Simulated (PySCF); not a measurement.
Species: ethylchlorosilane, C2H7ClSi.
InChI=1S/C2H7ClSi/c1-2-4-3/h2,4H2,1H3

Torsions of this conformer, `[CH3:1][CH2:2][SiH2:3][Cl:4]`: C1–C2–Si3–Cl4 179°.

The closed-shell ground state was solved at several levels (PySCF, density fitting, gas phase, non-relativistic). Geometry: PBE0-D3(BJ)/def2-TZVP, one conformer, isolated molecule.

```tsv
level	basis functions	HOMO (eV)	LUMO (eV)	gap (eV)	dipole (D)
PBE0/pcSseg-2	256	-8.49	0.11	8.60	2.13
KT3/pcSseg-2	256	-7.31	-0.77	6.54	2.05
B97-2/pcSseg-2	256	-8.25	0.14	8.39	2.13
```

(1) Estimate the row for wB97X-D/pcSseg-2, a basis of 256 functions; the other rows only guide the guess.

(2) Over all these levels, which gives the widest orbital gap and which the narrowest?

(3) In the pcSseg-2 basis, how does the gap go with the fixed share of exact exchange?

(4) How far do the dipole and the HOMO energy spread over the levels?

Results:

(1) HOMO -10.35 eV, LUMO 1.85 eV, gap 12.20 eV, dipole 2.14 D.

(2) wB97X-D/pcSseg-2 (range-separated hybrid) has the widest, 12.20 eV, and KT3/pcSseg-2 (GGA) the narrowest, 6.54 eV. From the narrowest to the widest the HOMO moves by -3.04 eV and the LUMO by +2.62 eV.

(3) KT3 (0 %) 6.54 eV; B97-2 (21 %) 8.39 eV; PBE0 (25 %) 8.60 eV. Each rise in the share widens the gap here.

(4) The dipole runs from 2.05 to 2.14 D (mean 2.11 D) and the HOMO from -10.35 to -7.31 eV.
